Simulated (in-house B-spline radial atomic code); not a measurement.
Ge²⁺. Computed with a B-spline radial atomic code. Model: all-electron spherical atom, spin shells full or empty, radial basis limit, no spin-orbit coupling, Breit or QED, empty-state partial waves extrapolated as (l+1/2)^-4, RPA, G0W0 and static COHSEX of the highest shell as one setting changes (uncorrelated shells keep exact exchange).

Empty levels are discrete states of a finite basis, so the steps are uneven.

Given: element Ge; charge 2; filled core Ar; hamiltonian one-electron scalar X2C; mean-field start PBE; highest l of empty states 9; nuclear rms radius 4.0742 fm; lowest nl shells left uncorrelated 3; highest mean-field shell 4s; box radius 17.55 bohr.

Shell: 3d 5 5, 4s 1 1 (electrons up and down).

| highest empty level kept (hartree) | RPA correlation energy (hartree) | G0W0 level (eV) | G0W0 minus most complete (meV) | COHSEX level (eV) | linearised minus solved G0W0 (meV) |
| --- | --- | --- | --- | --- | --- |
| 3 | -0.34581 | -33.967 | 529.9 | -35.563 | 19.9 |
| 6 | -0.54149 | -34.168 | 328.5 | -35.892 | 20.1 |
| 10.5 | -0.7142 | -34.299 | 198 | -36.141 | 20.5 |
| 18 | -1.0156 | -34.389 | 107.5 | -36.358 | 20.9 |
| 30 | -1.1857 | -34.433 | 64.1 | -36.475 | 21.1 |
| 54 | ? | ? | ? | ? | ? |
| 90 | -1.4244 | -34.48 | 16.5 | -36.625 | 21.3 |
| 180 | -1.4693 | -34.492 | 4.9 | -36.667 | 21.4 |
| 360 | -1.4842 | -34.496 | 1.2 | -36.678 | 21.4 |
| 750 | -1.4878 | -34.497 | 0.3 | -36.681 | 21.4 |
| 1800 | ? | ? | ? | ? | ? |
| 6000 | -1.4884 | -34.497 | 0 | -36.682 | 21.4 |

Task: What follows for highest empty level kept = 1800?

Result: RPA correlation energy -1.4883 hartree; G0W0 level -34.497 eV; G0W0 minus most complete 0 meV; COHSEX level -36.682 eV; linearised minus solved G0W0 21.4 meV.

Task: What follows for highest empty level kept = 54?

Result: RPA correlation energy -1.3303 hartree; G0W0 level -34.463 eV; G0W0 minus most complete 34.4 meV; COHSEX level -36.571 eV; linearised minus solved G0W0 21.2 meV.
